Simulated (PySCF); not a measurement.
An unknown shows these calculated signals:

¹H NMR (400 MHz, computed): δ 5.72 (m, 1H), 5.71 (m, 1H), 5.55 (m, 1H), 5.21 (m, 1H).

¹³C{¹H} NMR (computed): δ 202.7 (C), 130.6 (C), 104.0 (CH), 95.0 (CH2), 94.2 (CH).

Computational details: GFN2-xTB structure, PBE0/pcSseg-1 with gauge-including orbitals, in PySCF (one averaged value for each set of equivalent atoms, non-relativistic Hamiltonian, single conformer, in vacuum).

References, each an isolated molecule treated in the same way: TMS for ¹H, ¹³C.

Question: Which of these does the molecule contain: an ester, a ketone, a C≡C triple bond, a CF3 group, a heteroaromatic ring?

Answer: 
- An ester: no.
- A ketone: yes (δC 202.7).
- A C≡C triple bond: no.
- A CF3 group: yes (δC 130.6).
- A heteroaromatic ring: no.

The data belong to `O1CC(=O)[C@H]1[C@H](F)C(F)(F)F`, C$_{5}$H$_{4}$F$_{4}$O$_{2}$; they needn't prove each group on their own.

Carbon signals by region: 1 in the far downfield region (above 160 ppm), 2 in the sp2 and nitrile region (100–160 ppm), 2 at 50–100 ppm. Above 160 ppm: 202.7, ketone carbonyl carbon.

Splittings by ¹⁹F in the carbon and heteronuclear signals aren't shown, as no couplings were computed. Shifts are as computed. Against solution values, carbons near 30 ppm lie about +3 ppm off and those near 130 ppm about +5 ppm. Of 1309 compounds with measured shifts, 239 miss one by over three times the rms of a fit or turn the order of signals round; such compounds aren't used in these exercises. No couplings were computed; multiplicities are counted from neighbouring protons, with m where these are inequivalent, close in shift, in a saturated or five-membered ring or joined by F or P, and br s for small geminal =CH2 splittings.
